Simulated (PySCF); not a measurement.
Compound: C7H5NOS.
Cartesian coordinates in Å at the PBE0-D3(BJ)/def2-SVP level; atoms count from 1:
```
atom  x, y, z in Å
O1    -1.6725   -2.3194   -0.4342
C2    -2.1380   -1.2046   -0.3223
C3    -1.3112   -0.0261   -0.1017
C4    -1.7510    1.2763    0.0384
S5    -0.4771    2.4097    0.2865
C6     0.7214    1.1597    0.2117
C7     2.1238    0.9445    0.2868
C8     2.2969   -0.4177    0.1170
N9     1.0786   -1.0245   -0.0537
C10    0.1094   -0.0741    0.0002
H11   -3.2397   -1.0280   -0.3874
H12   -2.7839    1.6235    0.0069
H13    2.9145    1.6734    0.4443
H14    3.2167   -0.9986    0.1075
H15    0.8910   -2.0069   -0.2062
```

Computed with PySCF at wB97X-D/def2-SVPD, non-relativistic, on one gas-phase PBE0-D3(BJ)/def2-SVP geometry that isn't relaxed in the solvent. The solvent is an IEF-PCM continuum (cavity from Bondi-type radii × 1.2), and excitations are vertical TDDFT with non-equilibrium linear response and a frozen core. Specific hydrogen bonds and non-electrostatic terms are outside this model.

Gas-phase singlets (H = HOMO, L = LUMO):

| state | E (eV) | λ (nm) | f | leading configurations |
| --- | --- | --- | --- | --- |
| S1 | 4.099 | 302 | 0.000 | H-2→L 88%, H-2→L+1 9% |
| S2 | 4.201 | 295 | 0.064 | H→L 85%, H-1→L 13% |
| S3 | 4.652 | 266 | 0.188 | H-1→L 83%, H→L 13% |
| S4 | 5.845 | 212 | 0.309 | H→L+1 89% |
| S5 | 5.880 | 211 | 0.000 | H→L+2 82% |

**Question.** How does the list change in chloroform (ε = 4.711)?

**Answer.** 
```csv
state,E (eV),λ (nm),f,leading configurations,change by rank (eV)
S1,4.107,302,0.093,"H→L 89%, H-1→L 10%",+0.008
S2,4.162,298,0.001,"H-2→L 89%, H-2→L+1 8%",-0.039
S3,4.548,273,0.259,"H-1→L 87%, H→L 9%",-0.104
S4,5.740,216,0.400,H→L+1 89%,-0.105
S5,5.930,209,0.000,H→L+2 83%,+0.050
```

**Question.** The ground-state energy changes by -0.225 eV from gas to chloroform. By how much does the total energy of gas-phase S2 change?

**Answer.** E(S2) = E(S0) + excitation energy, so it changes by -0.225 − 0.094 = -0.319 eV: it is lowered more than the ground state, which is what a red shift means. This is the vertical state, with the slow part of the continuum still set for S0.

**Question.** How do the frontier levels move from gas to chloroform?

**Answer.** 
| orbital | gas (eV) | solvent (eV) | change (eV) | Löwdin shares, gas | Löwdin shares, solvent |
| --- | --- | --- | --- | --- | --- |
| LUMO+2 | 1.86 | 2.00 | +0.14 | S5 68 %, C6 6 %, C4 6 %, H12 5 % | S5 67 %, C6 6 %, C4 6 % |
| LUMO+1 | 1.82 | 1.90 | +0.08 | C8 14 %, C2 13 %, N9 12 %, C10 11 % | C8 14 %, C2 13 %, N9 12 %, C10 11 % |
| LUMO | -0.14 | -0.12 | +0.02 | C4 23 %, C2 22 %, O1 20 %, S5 14 % | C4 22 %, C2 22 %, O1 20 %, S5 14 % |
| HOMO | -8.01 | -7.95 | +0.06 | C8 21 %, C4 15 %, C7 15 %, C10 13 % | C8 22 %, C7 15 %, C4 15 %, C10 13 % |
| HOMO-1 | -8.58 | -8.53 | +0.05 | S5 28 %, N9 17 %, C6 14 %, C10 9 % | S5 28 %, N9 18 %, C6 14 %, C7 9 % |
| HOMO-2 | -9.72 | -9.77 | -0.05 | O1 63 %, C2 16 %, H11 9 %, C3 8 % | O1 62 %, C2 16 %, H11 9 %, C3 8 % |
| HOMO-3 | -10.12 | -10.08 | +0.04 | C7 17 %, C6 16 %, C3 14 %, S5 10 % | C7 17 %, C6 15 %, C3 14 %, S5 11 % |

The HOMO–LUMO gap goes from 7.87 to 7.82 eV.

Hardware: an Intel Xeon Platinum 8488C with one thread, shared host. Cost: 59 s, 1.2 GiB resident at most. This is the whole response run at wB97X-D/def2-SVPD in chloroform, SCF included.

The pairwise dispersion term of wB97X-D wasn't added to the energies; at a given geometry it leaves orbitals and properties as they are.
